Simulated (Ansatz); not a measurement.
CH₆BFOSi, SMILES `CB(F)[SiH2]O`. Charge 0, multiplicity 1. The geometry is a stationary point of PBE0-D4/def2-TZVP. It is one conformer, not always the lowest.

```xyz
11

C    -0.219   -0.383   -1.646
B     0.800   -0.138   -0.494
F     2.097   -0.333   -0.736
Si    0.305    0.433    1.406
O    -1.314    0.744    1.584
H    -0.726   -1.340   -1.454
H     0.246   -0.447   -2.633
H    -1.011    0.371   -1.657
H     0.987    1.704    1.764
H     0.754   -0.617    2.372
H    -1.919    0.007    1.494
```

What is the dipole moment at r2SCAN/def2-TZVPP? (Best estimate.)

Ansatz gave: 2.16 D, with components (-1.45, -1.31, -0.92) D in this frame, pointing from negative to positive charge.

And with PBE, B3LYP, ωB97M-V? (Estimate.)

Computed: PBE 2.11 D, B3LYP 2.13 D, ωB97M-V 2.14 D.

Give the Mulliken charges with r2SCAN, PBE, ωB97M-V in def2-TZVPP. (Best estimate.)

Computed: 
```tsv
atom	r2SCAN	PBE	ωB97M-V
C1	-0.26	-0.35	-0.36
B2	0.30	0.26	0.24
F3	-0.25	-0.19	-0.22
Si4	0.39	0.27	0.28
O5	-0.42	-0.36	-0.39
H6	0.07	0.10	0.11
H7	0.08	0.11	0.12
H8	0.09	0.12	0.13
H9	-0.08	-0.06	-0.03
H10	-0.11	-0.09	-0.06
H11	0.19	0.18	0.17
```

B3LYP here is the variant with VWN-RPA as its local correlation; programs differ in this.
